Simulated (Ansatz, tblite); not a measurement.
Removing and adding an electron: cyclo-(H2SnNH)2 (Sn₂N₂H₆). The state is a singlet with charge 0. Geometry: B3LYP-D4/def2-SVP. Ansatz, gas phase; energy differences of separate SCF runs; the oxidised species was run as a doublet alone; the reduced species was run as a doublet alone.

Cartesian coordinates in Å:
```
Sn 0.6223 -1.3003 -0.5625
H 2.0953 -2.1005 -0.1637
H -0.2286 -2.1647 -1.8010
N -0.4761 -0.7027 1.0829
Sn -0.5541 1.3082 0.6131
H -2.0712 1.9209 0.0401
H 0.0949 2.3350 1.8352
N 0.8243 0.7417 -0.8210
H -1.2351 -1.2340 1.5020
H 0.9285 1.1963 -1.7251
```

In the def2 sets Sn takes a core potential; there is no spin–orbit coupling. The xTB rows come from tblite. Correlated methods freeze 10 core orbitals; core or outer-core shells of Sn are correlated, in sets that lack core-valence functions. The rows differ in basis, and correlated rows in double-zeta sets carry the largest basis error. In CCSD on the charge 1 doublet the largest single amplitude is 0.29, so its Hartree–Fock determinant may place the open shell otherwise than the density functionals do. HOMO above LUMO, or a gap near zero within one spin, warns that the state may not be the lowest or that an electron is smeared out.

```json
{"level": "GFN2-xTB", "−HOMO (eV)": "10.06", "vertical IE (eV)": "13.24", "−LUMO (eV)": "7.05", "vertical EA (eV)": "4.62", "HOMO–LUMO gap (eV)": "3.01", "IE − EA (eV)": "8.63", "remarks": "–"}
{"level": "PBE-D4/def2-TZVP", "−HOMO (eV)": "5.14", "vertical IE (eV)": "8.04", "−LUMO (eV)": "1.83", "vertical EA (eV)": "–", "HOMO–LUMO gap (eV)": "3.31", "IE − EA (eV)": "–", "remarks": "gap within one spin near zero (+1 doublet)"}
{"level": "r2SCAN-D4/def2-TZVP", "−HOMO (eV)": "5.41", "vertical IE (eV)": "8.09", "−LUMO (eV)": "1.54", "vertical EA (eV)": "–", "HOMO–LUMO gap (eV)": "3.87", "IE − EA (eV)": "–", "remarks": "–"}
{"level": "r2SCAN-D4/def2-TZVPD", "−HOMO (eV)": "5.48", "vertical IE (eV)": "–", "−LUMO (eV)": "1.59", "vertical EA (eV)": "-0.03", "HOMO–LUMO gap (eV)": "3.89", "IE − EA (eV)": "–", "remarks": "HOMO above zero (-1 doublet)"}
{"level": "PBE0-D4/def2-TZVPD", "−HOMO (eV)": "6.57", "vertical IE (eV)": "–", "−LUMO (eV)": "1.17", "vertical EA (eV)": "-0.09", "HOMO–LUMO gap (eV)": "5.40", "IE − EA (eV)": "–", "remarks": "HOMO above zero (-1 doublet)"}
{"level": "CCSD/def2-SVP", "−HOMO (eV)": "–", "vertical IE (eV)": "8.01", "−LUMO (eV)": "–", "vertical EA (eV)": "–", "HOMO–LUMO gap (eV)": "–", "IE − EA (eV)": "–", "remarks": "–"}
```

**Question.** Estimate the rows for GFN1-xTB, HF/def2-SVP, PBE-D4/def2-TZVPD, PBE0-D4/def2-TZVP, MP2/def2-SVP, CCSD(T)/def2-SVP.

**Answer.** 
```json
{"level": "GFN1-xTB", "−HOMO (eV)": "9.97", "vertical IE (eV)": "13.09", "−LUMO (eV)": "6.12", "vertical EA (eV)": "3.51", "HOMO–LUMO gap (eV)": "3.85", "IE − EA (eV)": "9.58", "remarks": "–"}
{"level": "HF/def2-SVP", "−HOMO (eV)": "–", "vertical IE (eV)": "7.04", "−LUMO (eV)": "–", "vertical EA (eV)": "–", "HOMO–LUMO gap (eV)": "–", "IE − EA (eV)": "–", "remarks": "–"}
{"level": "PBE-D4/def2-TZVPD", "−HOMO (eV)": "5.23", "vertical IE (eV)": "–", "−LUMO (eV)": "1.90", "vertical EA (eV)": "0.07", "HOMO–LUMO gap (eV)": "3.33", "IE − EA (eV)": "–", "remarks": "HOMO above zero (-1 doublet)"}
{"level": "PBE0-D4/def2-TZVP", "−HOMO (eV)": "6.50", "vertical IE (eV)": "8.25", "−LUMO (eV)": "1.10", "vertical EA (eV)": "–", "HOMO–LUMO gap (eV)": "5.40", "IE − EA (eV)": "–", "remarks": "–"}
{"level": "MP2/def2-SVP", "−HOMO (eV)": "–", "vertical IE (eV)": "8.37", "−LUMO (eV)": "–", "vertical EA (eV)": "–", "HOMO–LUMO gap (eV)": "–", "IE − EA (eV)": "–", "remarks": "–"}
{"level": "CCSD(T)/def2-SVP", "−HOMO (eV)": "–", "vertical IE (eV)": "8.02", "−LUMO (eV)": "–", "vertical EA (eV)": "–", "HOMO–LUMO gap (eV)": "–", "IE − EA (eV)": "–", "remarks": "–"}
```

   A HOMO above zero means that the electron is unbound at that level or that self-interaction error raises the level; the energy of removing that electron tells which. Raw xTB energy differences between charge states are shifted by several eV; the methods need an empirical correction for them. A negative affinity means that the extra electron isn't bound; its size then hangs on the basis.
